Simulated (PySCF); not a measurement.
F₂H₂O₂SW, multiplicity 1. Atoms are numbered in the order given.

```xyz
8

W     -0.1143     0.0539     0.0000
S      1.9833    -0.3042     0.0000
F     -0.2659     1.9155     0.0000
F     -0.8691    -1.7012     0.0000
O     -0.6697     0.0195     1.8035
H     -1.1719    -0.6804     2.2426
O     -0.6697     0.0195    -1.8035
H     -1.1719    -0.6804    -2.2426
```

Geometry: B3LYP-D3(BJ)/def2-SVP. The spin state was assumed, not searched. The structure was generated by enumeration; whether it is a known compound was not checked. The def2 effective core potentials stand for the cores of W; spin–orbit coupling is left out. Other conformers were not sampled.

Level of theory: M06-2X/def2-TZVP (PySCF).

ESP charges are fitted to the potential on shells at 1.4 to 2.0 van der Waals radii. Atomic charges (e):

```
atom  Mulliken  ESP fit  Löwdin
----  --------  -------  ------
W1           …     1.30    0.58
S2           …    -0.21    0.16
F3       -0.38    -0.26   -0.23
F4       -0.46    -0.41   -0.30
O5           …    -0.69   -0.29
H6        0.37     0.48    0.19
O7           …    -0.69   -0.29
H8        0.37     0.48    0.19
```

Task: Fill in the missing entries. (The exact figures need the calculation; the answer reports its results.)

Result: 
- W1, Mulliken: 1.56
- S2, Mulliken: -0.21
- O5, Mulliken: -0.63
- O7, Mulliken: -0.63
